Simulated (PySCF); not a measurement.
H3Sn (SMILES [SnH3]), doublet, at a GFN2-xTB geometry (such geometries of metal compounds can be far from the true shape) (the spin is typed, not shown lowest) (core potentials on Sn). Base run: PBE/def2-SVP in PySCF.

The PySCF input:
```python
from pyscf import gto, scf, dft

mol = gto.Mole()
mol.atom = '''
    Sn    0.04084427    0.00898098   -0.01840899
    H     0.03066635   -0.56882075    1.68073856
    H    -1.12406631    1.37170506    0.06541975
    H    -0.94881348   -1.25193342   -0.82570895
'''
mol.basis = 'def2-svp'
mol.ecp = {'Sn': 'def2-svp'}
mol.spin = 1
mol.verbose = 3
mol.build()

mf = dft.UKS(mol)
mf.xc = 'pbe'
mf.kernel()
```

The base run was repeated with changes; each row names its change, and settings that it needs were set with it.

| change | ΔE vs base (mEh) | fitting functions | dipole (D) | outcome |
|---|---|---|---|---|
| base | 0.000 | - | 0.87 | converged |
| auxbasis = def2-universal-jkfit | -0.079 | 272 | 0.88 | converged |
| auxbasis = cc-pvtz-jkfit | - | - | - | stopped with an error |
| auxbasis = cc-pvdz-jkfit | - | - | - | stopped with an error |
| auxbasis = even-tempered beta=1.6 | -0.003 | 453 | 0.87 | converged |
| auxbasis = def2-svp-ri | - | - | - | stopped with an error |
| auxbasis = def2-tzvp-ri | - | - | - | stopped with an error |
| auxbasis = autoaux | -0.012 | 290 | 0.87 | converged |
| auxbasis = even-tempered beta=3.0 | -55.946 | 208 | 0.83 | converged |
| auxbasis = def2-universal-jfit | -0.221 | 91 | 0.87 | converged |

A fitting set is made for a task (jfit for Coulomb, jkfit for Coulomb and exchange, ri for correlation) and for a family of orbital bases.

Open shells are given as the SCF converged; they aren't shown to be the lowest states, and a large step between rows can be another state.

- auxbasis = cc-pvtz-jkfit: ended with `pyscf.lib.exceptions.BasisNotFoundError: Basis set not found for Sn in cc-pvtz-jkfit`
- auxbasis = cc-pvdz-jkfit: ended with `pyscf.lib.exceptions.BasisNotFoundError: Basis set not found for Sn in cc-pvdz-jkfit`
- auxbasis = def2-svp-ri: ended with `pyscf.lib.exceptions.BasisNotFoundError: Basis set not found for Sn in def2-svp-ri`
